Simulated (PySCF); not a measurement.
Se(F)(NH2), SMILES [Se](F)N (H2FNSe) (PBE0/def2-SVP optimised geometry):

```
5

Se    -0.915    -0.871     0.000
F     -1.329     0.871     0.000
N      0.852    -0.871     0.000
H      1.329    -0.584     0.850
H      1.329    -0.585    -0.850
```

Computed with PBE0/def2-TZVP (PySCF).

Question: What are the frontier orbital energies and the dipole moment?

Answer: HOMO-2 -10.41 eV, HOMO-1 -8.93 eV, HOMO -6.66 eV, LUMO -1.06 eV, LUMO+1 -0.07 eV; dipole moment 2.48 D.

Meta-Löwdin charges at PBE0/def2-TZVP: Se1 0.59, F2 -0.49, N3 -0.59, H4 0.25, H5 0.25.
